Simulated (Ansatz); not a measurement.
The cluster Cs₃H₄⁻. Total charge -1; singlet. Geometry r2SCAN-D4/def2-TZVP, that of the neutral doublet.

```xyz
7

Cs   -1.124   -2.323   -1.010
Cs    2.874   -0.463   -0.646
Cs   -0.080    0.095    2.130
H    -1.675    2.617    0.009
H     0.125    0.217   -0.857
H    -1.243    2.094   -0.314
H     1.124   -2.236    0.688
```

In the def2 sets Cs takes a core potential; there is no spin–orbit coupling. The restricted singlet is unstable towards broken spin symmetry in Hartree–Fock (as tested in another run); at PBE-D4/def2-TZVPD, r2SCAN-D4/def2-TZVPD, PBE0-D4/def2-TZVPD this wasn't settled. At PBE-D4/def2-TZVPD, r2SCAN-D4/def2-TZVPD, PBE0-D4/def2-TZVPD the highest occupied level of the charge -1 singlet lies above zero (up to 0.56 eV). By energy differences its removal costs 0.42 eV (vertical, to the charge 0 doublet, at CCSD(T)/def2-TZVPD). At PBE0-D4/def2-TZVPD a triplet of charge -1 lies 0.16 eV below the restricted singlet at the same geometry. The structure comes from a short search, and lower isomers may exist.

**Question.** Estimate the orbital energies around the gap (eV) in Ansatz with PBE-D4/def2-TZVPD, r2SCAN-D4/def2-TZVPD, PBE0-D4/def2-TZVPD.

**Answer.** 
```
orbital  PBE-D4/def2-TZVPD  r2SCAN-D4/def2-TZVPD  PBE0-D4/def2-TZVPD
 HOMO−5              -9.88                -10.48              -11.42
 HOMO−4              -9.87                -10.46              -11.40
 HOMO−3              -7.55                 -8.11               -9.24
 HOMO−2              -1.54                 -1.77               -2.64
 HOMO−1              -1.13                 -1.40               -2.22
   HOMO               0.56                  0.54                0.33
   LUMO               0.66                  0.69                0.86
 LUMO+1               0.74                  0.76                0.94
 LUMO+2               1.21                  1.23                1.46
 LUMO+3               1.24                  1.26                1.47
 LUMO+4               1.38                  1.43                1.56
 LUMO+5               1.47                  1.55                1.76
```
